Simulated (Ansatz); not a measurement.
```xyz
2

Be   -0.0051   -0.0048   -0.8994
O     0.0062    0.0052    0.4403
```

Basis set: 6-31G* (spherical functions). Frozen core: 1 orbital. Charge 0, multiplicity 1.

Computed with Ansatz (development build ahead of 0.2.0); each method stands on the lowest determinant of its kind that the runs found. Restricted open shells among the atoms or ions are ROHF, correlated in semicanonical orbitals with singles.

The atomization energy at this shape (free ground-state atoms in the same class of orbitals less the molecule, no zero-point energy) of singlet BeO:

```csv
method,atomization energy
RHF-MP2,4.74 eV
```

(1) What does RHF give?

Answers

(1) 1.66 eV. Caution: in another basis set an unrestricted determinant lies well below.
